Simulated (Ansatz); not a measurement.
Ideal-gas functions of C2H6Ge, SMILES `C=[CH][GeH3]` at 800 K and 1 bar, from an Ansatz frequency run at PBE0-D4/def2-TZVP.

Molar mass 102.68 g/mol, point group Cs (symmetry number 1), electronic degeneracy 1, moments of inertia 15.378, 131.717, 140.847 u Å². Harmonic wavenumbers (cm⁻¹, unscaled): 126, 257, 416, 535, 642, 654, 834, 876, 890, 994, 1020, 1041, 1286, 1438, 1674, 2145, 2148, 2156, 3130, 3153, 3212.

Use S(trans) = R[1.5 ln M + 2.5 ln T − 1.1517]; rotational temperatures θ = 24.2544 K / I; S(rot) = R[ln(√π/σ · √(T³/θAθBθC)) + 1.5]; for each mode x = 1.438777 ν̃/T, S = R[x/(eˣ − 1) − ln(1 − e⁻ˣ)] and H = RT x/(eˣ − 1); 1 cm⁻¹ = 0.0119627 kJ/mol; R = 8.31446 J/(mol·K).

Task: By hand: the entropy, in J/(mol·K).

Result: Translation 187.1. Rotation: θ = 1.5772, 0.1841, 0.1722 K, giving 113.1. Vibration, mode by mode: 20.68, 14.80, 10.92, 8.95, 7.57, 7.43, 5.68, 5.34, 5.24, 4.51, 4.35, 4.22, 2.98, 2.40, 1.72, 0.87, 0.87, 0.86, 0.20, 0.19, 0.18, in all 109.9. Electronic 0.0. Sum 410.1 J/(mol·K).

Task: By hand: H − E and G − E in kJ/mol, counted from the electronic energy.

Result: Zero-point energy ½ × 28627 × 0.0119627 = 171.2; thermal vibration 48.0; translation, rotation and pV give 4 RT = 26.6. H − E = 245.8 kJ/mol, and G − E = 245.8 − 800 × 410.1/1000 = -82.3 kJ/mol.

Vibration gives 27 % of the entropy, 20.7 J/(mol·K) of it from the mode under 150 cm⁻¹: soft modes count most, and the harmonic formula is weakest for them.
